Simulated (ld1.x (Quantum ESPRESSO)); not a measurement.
**PBEsol ultrasoft dataset for Li (Z = 3), scalar-relativistic all-electron reference.**

```
Element                 : Li
Generator               : ld1.x (Quantum ESPRESSO) 7.5
Type                    : ultrasoft
Functional              : PBEsol
Relativity              : scalar-relativistic
Frozen core             : [He]
Valence charge          : 1
Reference configuration : 2s1 2p0
Partial waves           : 2s (bound): rcut 3.15, rcutus 3.45 bohr; 2s channel at 2.75 Ry: rcut 3.15, rcutus 3.45 bohr; 2p (bound, empty): rcut 3.30, rcutus 4.35 bohr; 2p channel at 0.95 Ry: rcut 3.30, rcutus 4.35 bohr
Local potential         : all-electron potential smoothed inside 2.80 bohr (lloc = -1)
Core correction         : none
Augmentation charge     : PSQ, inside the norm-conserving radii
```

All-electron outer shells of the reference configuration (PBEsol, scalar-relativistic, ld1.x):

| shell | level (eV) | outermost node (bohr) | outermost maximum (bohr) |
| --- | --- | --- | --- |
| 1s | -51.37 | – | 0.36 |
| 2s | -2.82 | 0.84 | 3.16 |
| 2p | -1.06 | – | 3.91 |

(1) Is a potential produced?

Results:

(1) No. ld1.x (Quantum ESPRESSO) 7.5 stopped with "chargeps: negative rho": the pseudo-density turned negative during the self-consistent test, most likely because a state had been found with a wrong node count and its wave set to zero before. Before that it printed "Warning: n=1, l=0 expected 0 nodes, found 1".
